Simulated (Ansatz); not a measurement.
Isolated molecules relaxed with PBE0-D4/def2-TZVP in Ansatz; ΔE leaves out vibrations. CCSD(T)/CBS is the MP2 limit (def2-TZVPP, def2-QZVPP) plus CCSD(T) − MP2 in def2-TZVPP, frozen cores. This one scheme is used for every species. DFT in def2-TZVPP. B3LYP here is the variant with VWN-RPA as its local correlation; programs differ in this. One conformer a species, not always the lowest.

Consider the ligand exchange at a B–C bond: `FCBCl` + `CCNC` → `CCN(C)BCl` + `CF`.

`FCBCl`:

Z-matrix (Å, degrees):
```
C
B 1 1.557
F 1 1.379 2 115.8
H 1 1.101 2 108.9 3 122.8
H 1 1.101 2 108.9 3 -122.8
Cl 2 1.731 1 122.1 3 0.0
H 2 1.193 1 119.3 3 -180.0
```

`CCNC`:

```xyz
13

C    -0.232    1.847    0.002
C    -0.045    0.427    0.490
N    -0.116   -0.517   -0.605
C     0.118   -1.882   -0.195
H    -1.186    1.952   -0.517
H    -0.209    2.553    0.835
H     0.564    2.131   -0.693
H    -0.840    0.173    1.202
H     0.904    0.347    1.052
H     0.551   -0.252   -1.319
H     0.110   -2.539   -1.066
H     1.070   -2.033    0.344
H    -0.688   -2.207    0.470
```

`CCN(C)BCl`:

```xyz
15

C     0.500    1.281    1.193
C     0.556   -0.189    0.815
N    -0.063   -0.471   -0.470
C    -1.506   -0.574   -0.429
B     0.625   -0.608   -1.663
Cl    2.390   -0.455   -1.738
H    -0.527    1.650    1.241
H     0.955    1.438    2.173
H     1.046    1.882    0.463
H     1.595   -0.518    0.775
H     0.053   -0.795    1.577
H    -1.891   -0.769   -1.429
H    -1.817   -1.390    0.232
H    -1.962    0.351   -0.061
H     0.046   -0.834   -2.680
```

`CF`:

Z-matrix (Å, degrees):
```
C
F 1 1.376
H 1 1.092 2 109.1
H 1 1.092 2 109.1 3 -120.0
H 1 1.092 2 109.1 3 120.0
```

| level | ΔE (kJ/mol) | difference from CCSD(T)/CBS |
| --- | --- | --- |
| PBE-D4 | -146.5 | 7.5 |
| r2SCAN-D4 | -147.6 | 6.4 |
| PBE0-D4 | -147.7 | 6.3 |
| B3LYP-D4 | -151.4 | 2.6 |
| ωB97X-V | -146.4 | 7.6 |
| ωB97M-V | -148.1 | 5.9 |
| B2PLYP | -149.5 | 4.5 |
| PBE | -140.6 | 13.4 |
| r2SCAN | -145.7 | 8.3 |
| PBE0 | -142.3 | 11.7 |
| B3LYP | -142.2 | 11.8 |
| HF/def2-TZVPP | -138.5 | 15.5 |
| MP2/def2-TZVPP | -161.1 | -7.1 |
| SCS-MP2/def2-TZVPP | -157.2 | -3.2 |
| CCSD/def2-TZVPP | -151.3 | 2.7 |
| CCSD(T)/def2-TZVPP | -154.8 | -0.8 |
| HF/def2-QZVPP | -138.7 | 15.3 |
| MP2/def2-QZVPP | -160.7 | -6.7 |
| SCS-MP2/def2-QZVPP | -156.8 | -2.8 |
| HF/CBS(def2) | -138.7 | 15.3 |
| MP2/CBS(def2) | -160.3 | -6.3 |
| CCSD/CBS(def2) | -150.5 | 3.5 |
| CCSD(T)/CBS | -154.0 | 0 |

Largest T1 diagnostic among the species: 0.012.

In def2-TZVPP, CCSD(T) changes the Hartree–Fock value by −16.3 kJ/mol (the triples alone add −3.5 kJ/mol) and MP2 by −22.6 kJ/mol. The D4 term adds −9.2 kJ/mol with B3LYP and −5.4 kJ/mol with PBE0; it sums over pairs of atoms, weighted by their polarisabilities, and B3LYP, whose exchange is more repulsive, gets the larger term.
